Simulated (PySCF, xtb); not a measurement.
2-bromobut-1-en-3-yne (C₄H₃Br), SMILES C#CC(=C)Br.

GFN2-xTB in xtb at its own geometry gives an orbital gap of 3.69 eV and a dipole moment of 3.00 D.

Coordinates come from a B3LYP-D3(BJ)/def2-SVP optimisation.

Q: What does PBE/def2-TZVP run with PySCF give? (An estimate is asked for; the answer gives what the named calculation found.)

A: gap 3.88 eV (levels -6.24 and -2.35 eV), dipole 1.35 D.
